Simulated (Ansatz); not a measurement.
A made-up structure of CH$_{2}$SiTe, closed shell:

| atom | x (Å) | y (Å) | z (Å) |
| --- | --- | --- | --- |
| Si1 | -1.5432 | -1.0308 | -0.4386 |
| C2 | -0.2420 | -0.1341 | 0.1923 |
| Te3 | 1.1559 | 0.7103 | 1.2644 |
| H4 | -1.8583 | 0.1499 | -1.3447 |
| H5 | 0.1820 | 0.8368 | 0.2256 |

It is relaxed with PBE-D4/def2-SVP and then PBE0-D4/def2-TZVP (Ansatz 0.2.0). Atoms count as bonded within 1.22 times the sum of their covalent radii (H–H: 0.88 Å). The end point is not checked to be a true minimum.

(1) Does its bonding change? (Judge from chemistry; the calculation decides.)

Results:

(1) Computed: Yes. Formed: Si1–Te3; broken: Te3–H5.

Where it ends: The first stage lowers the energy by 4.01 eV in 11 steps. It ends as CH₂SiTe ([CH]1[SiH][Te]1):
```
5
angstrom
Si -1.2878 -0.9033 -0.1550
C -0.4702 0.6287 0.3977
Te 1.2396 -0.3569 0.7083
H -1.1891 -0.5273 -1.6310
H -0.5981 1.6909 0.5791
```

Labels in which every atom is bracketed show which atoms are joined, not bond orders.

For scale, one of the runs: PBE0-D4/def2-TZVP relaxation, 130 basis functions, launched by `ansatz run in.yaml --threads 2 --pin off --events-out ev --progress --plain --max-ram 4352MiB`. The run took about 34 s on 2 CPU threads of an Arm Neoverse V2 (shared host).
